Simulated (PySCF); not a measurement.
# Zn²⁺ (zinc, charge +2): UHF calculation

Configuration: [Ar] 3d9 4p1, one real determinant (an excited configuration). Calculation: PySCF 2.14, in aug-cc-pVDZ-DK (7s6p4d2f, 59 functions); scalar relativity by spin-free X2C-1e.

```
Total energy                                                  : -1792.794820 hartree
One-electron energy                                           : -2471.5434 hartree
Hartree (Coulomb) energy                                      : 748.5876 hartree
Exchange energy                                               : -69.8390 hartree
⟨S²⟩                                                          : 2.0008
⟨L²⟩                                                          : 8.012
Sum of ⟨r⟩                                                    : 17.31 bohr
Sum of ⟨r²⟩                                                   : 20.46 bohr²
Traceless quadrupole moment −½Σ⟨3z² − r²⟩ along its main axis : -2.92 e·bohr²
Langevin diamagnetic susceptibility                           : -16.2 ×10⁻⁶ cm³/mol
```

```json
{"shell": "1s α", "electrons": "1", "mean orbital energy (eV)": "-9760.6", "spread (eV)": "0", "rms radius, mean of both spins (bohr)": "0.0580"}
{"shell": "1s β", "electrons": "1", "mean orbital energy (eV)": "-9760.5", "spread (eV)": "0", "rms radius, mean of both spins (bohr)": "0.0580"}
{"shell": "2s α", "electrons": "1", "mean orbital energy (eV)": "-1265.9", "spread (eV)": "0", "rms radius, mean of both spins (bohr)": "0.244"}
{"shell": "2s β", "electrons": "1", "mean orbital energy (eV)": "-1264.6", "spread (eV)": "0", "rms radius, mean of both spins (bohr)": "0.244"}
{"shell": "2p α", "electrons": "3", "mean orbital energy (eV)": "-1097.5", "spread (eV)": "1.471", "rms radius, mean of both spins (bohr)": "0.219"}
{"shell": "2p β", "electrons": "3", "mean orbital energy (eV)": "-1096.1", "spread (eV)": "0.156", "rms radius, mean of both spins (bohr)": "0.219"}
{"shell": "3s α", "electrons": "1", "mean orbital energy (eV)": "-190.24", "spread (eV)": "0", "rms radius, mean of both spins (bohr)": "0.727"}
{"shell": "3s β", "electrons": "1", "mean orbital energy (eV)": "-187.04", "spread (eV)": "0", "rms radius, mean of both spins (bohr)": "0.727"}
{"shell": "3p α", "electrons": "3", "mean orbital energy (eV)": "-138.05", "spread (eV)": "2.738", "rms radius, mean of both spins (bohr)": "0.766"}
{"shell": "3p β", "electrons": "3", "mean orbital energy (eV)": "-134.21", "spread (eV)": "2.163", "rms radius, mean of both spins (bohr)": "0.766"}
{"shell": "3d α", "electrons": "5", "mean orbital energy (eV)": "-52.624", "spread (eV)": "2.869", "rms radius, mean of both spins (bohr)": "0.919"}
{"shell": "3d β", "electrons": "4", "mean orbital energy (eV)": "-50.809", "spread (eV)": "1.526", "rms radius, mean of both spins (bohr)": "0.919"}
{"shell": "4p α", "electrons": "1", "mean orbital energy (eV)": "-21.731", "spread (eV)": "0", "rms radius, mean of both spins (bohr)": "2.80"}
```

⟨L²⟩ = 8.01 against 12 for a pure F term, so this real determinant mixes terms.

Densities and radii are taken from the X2C orbitals without a picture-change correction, which distorts them close to the nucleus.

Spin-orbit constants ζ (cm⁻¹) from the X2C one-electron operator on these orbitals: bare nucleus, nucleus screened by l(l+1)(2l+1)/3 electrons, and screened by the Breit-Pauli mean field of the electrons.

| shell | bare | screened nucleus | mean field |
| --- | --- | --- | --- |
| 2p | 133800 | 124900 | 120900 |
| 3p | 17300 | 16150 | 15530 |
| 3d | 1833 | 1222 | 1123 |
| 4p | 1016 | 948.7 | 905.8 |

To first order the Landé constant is A = -223.3 cm⁻¹, so the lowest level has J = 4 and lies 0.0830 eV below the centre of the term. This holds in LS coupling only.
